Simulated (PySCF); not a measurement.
Te(F)(SH) (FHSTe), SMILES F[Te]S.

The structure is a stationary point at B3LYP-D3(BJ)/def2-TZVP. The def2 effective core potentials stand for the cores of Te; spin–orbit coupling is left out. One conformer was computed; it need not be the lowest.

The numbers are results of PySCF 2.14.0 with B3LYP-D3(BJ)/def2-TZVP, not measurements.

Frequencies are harmonic and unscaled.

| mode | ν (cm⁻¹) | IR (km/mol) | moving atoms (share of kinetic energy) |
|---|---|---|---|
| 1 | 164 | 4.4 | F 62 %, S 25 %, Te 12 % |
| 2 | 369 | 13.0 | S 78 %, Te 21 % |
| 3 | 387 | 16.2 | H 93 % |
| 4 | 580 | 83.8 | F 87 %, Te 13 % |
| 5 | 790 | 3.7 | H 97 % |
| 6 | 2634 | 0.2 | H 97 % |
